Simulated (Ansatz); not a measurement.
Consider the redistribution: `[CH3][SbH][CH2]O` + `C[SiH](S)Cl` → `[CH3][SbH][CH3]` + `OC[SiH](S)Cl`.

Isolated molecules relaxed with PBE0-D4/def2-TZVP in Ansatz; ΔE leaves out vibrations. CCSD(T)/CBS is the MP2 limit (def2-TZVPP, def2-QZVPP) plus CCSD(T) − MP2 in def2-TZVPP, frozen cores. Elements past krypton have def2 core potentials. For Sb outer-core shells are correlated without core-valence functions, which leaves a few kJ/mol of doubt a bond. Each species was taken in one conformer, which may not be the lowest.

```json
{"level": "HF/def2-TZVPP", "ΔE (kJ/mol)": "2.1"}
{"level": "CCSD/def2-TZVPP", "ΔE (kJ/mol)": "5.1"}
{"level": "HF/CBS(def2)", "ΔE (kJ/mol)": "2.2"}
{"level": "CCSD/CBS(def2)", "ΔE (kJ/mol)": "5.8"}
```

Q: What does CCSD(T)/CBS give? (Best estimate.)

A: Ansatz gave: +6.7 kJ/mol. The listed levels differ from it by -4.6, -1.6, -4.5, -0.9 kJ/mol.

Largest T1 diagnostic among the species: 0.013.

In def2-TZVPP, CCSD(T) changes the Hartree–Fock value by +4.0 kJ/mol (the triples alone add +1.0 kJ/mol) and MP2 by +3.8 kJ/mol.
